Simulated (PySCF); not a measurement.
Spectrum to structure. Method: PySCF 2.14.0, density-fitted response routines, TDDFT CAM-B3LYP/def2-SVPD, vertical, gas phase, core orbitals frozen in the response. Geometries: GFN2-xTB, one conformer each.

```csv
state,λ (nm),f
S1,305.3,0.0003
S2,273.4,0.287
S3,241.9,0.0000
S4,231.7,0.067
S5,207.5,0.0008
S6,193.1,0.0004
S7,183.6,0.108
S8,180.3,0.0003
```

Orbital energies (eV): HOMO-3 -11.65, HOMO-2 -9.21, HOMO-1 -9.06, HOMO -8.06, LUMO -0.87, LUMO+1 0.17, LUMO+2 1.25.

Question: Which candidate is it? All have the formula C5H4O2S.
A. `O=C(O)c1cccs1`
B. `O=C(O)C1=CSC=C1`
C. `c1(cscc1)OC=O`
D. `O=CC1=CC=C(O)S1`

Answer: D. Its S1, at 4.06 eV, is the lowest among the candidates; the nearest of the others has S1 at 5.08 eV. S1 is HOMO-1→LUMO (88%), HOMO-1→LUMO+3 (8%). Löwdin shares by element: HOMO carbon 56% or more, oxygen 14% or more (atoms not listed hold the other 30%); LUMO carbon 49% or more, oxygen 16% or more (atoms not listed hold the other 35%). At the same level the other candidates give, for their lowest levels:
- `O=C(O)c1cccs1`: 244 nm (f 0.221); 239 nm (f 0.000); 232 nm (f 0.107); 188 nm (f 0.002); 187 nm (f 0.001); T1 3.33 eV; HOMO -8.64, LUMO -0.72 eV
- `O=COc1ccsc1`: 220 nm (f 0.151); 214 nm (f 0.004); 211 nm (f 0.050); 201 nm (f 0.004); 192 nm (f 0.284); T1 3.71 eV; HOMO -8.27, LUMO 0.19 eV
- `O=C(O)c1ccsc1`: 232 nm (f 0.000); 230 nm (f 0.025); 219 nm (f 0.210); 191 nm (f 0.002); 188 nm (f 0.002); T1 3.67 eV; HOMO -8.69, LUMO -0.36 eV

The values belong to the conformer `[O:1]=[CH:2][c:3]1[cH:4][cH:5][c:6]([OH:7])[s:8]1`: O1–C2–C3–C4 180°, H–O7–C6–C5 180°.
Triplets come from the Tamm–Dancoff approximation.
